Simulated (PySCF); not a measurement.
CH8F2Si3, SMILES [SiH2]([Si@H]([SiH3])F)CF.

Coordinates come from a PBE0-D3(BJ)/def2-SVP optimisation. The structure was generated by enumeration; whether it is a known compound was not checked. Other conformers were not sampled.

Two levels are set side by side: TDA-PBE/def2-SVPD (PySCF) and TDA-CAM-B3LYP/def2-SVPD (PySCF). Vertical, same geometry. The lowest singlet is HOMO→LUMO 96 % with PBE and HOMO→LUMO 91 % with the other functional; states are paired by order. Differences are taken from unrounded values.

| quantity | TDA-CAM-B3LYP |
|---|---|
| lowest singlet excitation (eV) | 5.87 |
| lowest triplet excitation (TDA) (eV) | 5.19 |
| first bright state (f over 0.05) (eV) | 6.73 |
| its oscillator strength | 0.22 |

Task: What does TDA-PBE give, and how far is it from TDA-CAM-B3LYP? (Estimate from the structure and the level; the computed values follow.)

Result: 
```csv
quantity,TDA-PBE,TDA-PBE minus TDA-CAM-B3LYP
lowest singlet excitation (eV),5.23,-0.64
lowest triplet excitation (TDA) (eV),4.65,-0.55
first bright state (f over 0.05) (eV),6.07,-0.65
its oscillator strength,0.12,-0.10
```

A lower first singlet is the usual sign of a functional without exact exchange. Differences between two approximate levels are no errors against the true value.

Rough cost on one machine, each run with all the roots and properties that it gave: TDA-CAM-B3LYP against TDA-PBE about 5 times.
